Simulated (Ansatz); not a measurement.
CH₃BI₂ (`CB(I)I`), relaxed with RKS PBE-D4/def2-SVP in Ansatz from a rough embedded geometry. The force threshold is 0.03 eV/Å; the program also tests the step.

The species carries charge 0 and has multiplicity 1. I: def2 effective core potential.

Start:

```xyz
7

C    -0.215    0.696   -0.326
B     0.197   -0.649    0.323
I     1.016   -0.609    2.334
I     0.040   -2.522   -0.686
H    -1.028    1.183    0.211
H    -0.644    0.498   -1.408
H     0.635    1.402   -0.447
```

Q: How much energy does the relaxation release, and in how many steps? (Estimate.)

A: Ansatz gave: 11.22 kJ/mol, in 4 steps.

Q: Which bonds change most? (Estimate.)

A: The calculation gave: C1–H6 from 1.180 to 1.106 Å; B2–I3 from 2.171 to 2.148 Å; C1–H5 from 1.089 to 1.112 Å; C1–B2 from 1.550 to 1.563 Å.

Q: Give the relaxed structure. (Best estimate.)

A: Ansatz gave: 
```xyz
7

C    -0.237    0.679   -0.379
B     0.207   -0.648    0.317
I     1.001   -0.597    2.312
I     0.050   -2.545   -0.667
H    -1.007    1.189    0.241
H    -0.636    0.538   -1.401
H     0.622    1.384   -0.423
```
